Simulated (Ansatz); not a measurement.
A structure relaxed at PBE-D4/def2-SVP in Ansatz, charge 0, singlet:

Cartesian coordinates in Å:
```
Sr 2.846 -0.015 0.204
Sr -0.387 0.690 2.737
Sr -2.409 1.268 -0.859
Sr -0.054 -1.948 -2.084
O -1.661 -0.460 -1.982
O 1.883 -1.321 -1.271
O 1.660 0.444 1.989
O -1.877 1.341 1.266
```

**Question.** Give its formula and point group.

**Answer.** the cluster Sr4O4. Point group D2d (tolerance 0.1 Å).

**Question.** Summarise the bond lengths by kind (pairs closer than 1.2 times the sum of covalent radii, bridged metal pairs left out).

**Answer.** 8 × O–Sr 2.19 Å.

In the def2 sets Sr takes a core potential; there is no spin–orbit coupling. Another isomer (singlet) lies 0.41 eV lower at PBE0-D4/def2-TZVP; other spin states weren't run for this one.
